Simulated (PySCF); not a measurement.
## Ge: ionisation energy

Ge [Ar] 3d10 4s2 4p2 (3P) → Ge⁺ [Ar] 3d10 4s2 4p1 (2P), as a difference of total energies. Computed with PySCF 2.14 in aug-cc-pwCVDZ-PP with ECP10MDF (6s5p4d1f, 48 functions), with scalar relativity through the core potential. Correlated levels: valence and next inner shell: nothing frozen outside the core potential. The calculations carry no spin-orbit coupling.

| method | ionisation energy (eV) |
| --- | --- |
| UHF | 7.409 |
| MP2 (valence and next inner shell) | 7.755 |
| SCS-MP2 (valence and next inner shell) | 7.654 |
| CCSD (valence and next inner shell) | 7.742 |
| CCSD(T) (valence and next inner shell) | 7.756 |

How much does correlation contribute at CCSD(T) (valence and next inner shell)?

7.756 − (7.409) = 0.347 eV, measured against UHF.

Errors of the correlated levels include the incompleteness of this basis.

For comparison: 7.925 eV (measured; NIST levels, between the centres of gravity of the two terms).
